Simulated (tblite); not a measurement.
Isomers of C5H5FN (doublet state). All values are computed: GFN2-xTB (tblite) harmonic vibrations without scaling, gas phase. Against measured fundamentals such values can be off by several per cent, at times by over 20. One conformer each. Open shells enter through the occupations alone, without spin polarisation, and single modes of such species can be off by tens of per cent.

Electronic energies: GFN2-xTB at the same geometries; isomer energies are rough at this level and their order can be wrong.

```
              SMILES  electronic energy, lowest = 0 (kJ/mol)
       C=C[C](F)CC#N                                     0.0
[H]/[C]=C(F)/N=C/C=C                                   154.2
    C=[C]/C=N/C(=C)F                                    31.5
```

Q: How do GFN2-xTB zero-point energies change the relative energies?

A: 
```tsv
SMILES	ZPE (kJ/mol)	of it from modes above 1550 cm⁻¹	electronic (kJ/mol)	with ZPE, lowest = 0 (kJ/mol)	lowest mode (cm⁻¹)	rings
C=C[C](F)CC#N	220.6	105.8	0.0	0.0	36	0
C=[C]/C=N/C(=C)F	213.8	103.6	31.5	24.7	81	0
[H]/[C]=C(F)/N=C/C=C	214.4	122.2	154.2	148.0	78	0
```

The zero-point energies span 6.8 kJ/mol, from `C=[C]/C=N/C(=C)F` to `C=C[C](F)CC#N`. The order is unchanged.

Q: What do entropy and thermal enthalpy add at 298.15 K and 1 bar (rigid rotor, harmonic oscillator, one conformer each)?

A: 
```tsv
SMILES	point group	symmetry number	S (J/(mol K))	H − H(0) (kJ/mol)	ZPE + H − H(0) − TS (kJ/mol)
C=C[C](F)CC#N	C1	1	366.4	22.29	133.6
C=[C]/C=N/C(=C)F	Cs	1	362.6	22.52	128.2
[H]/[C]=C(F)/N=C/C=C	Cs	1	364.5	22.79	128.6
```

S holds R ln(2S + 1) for the spin.
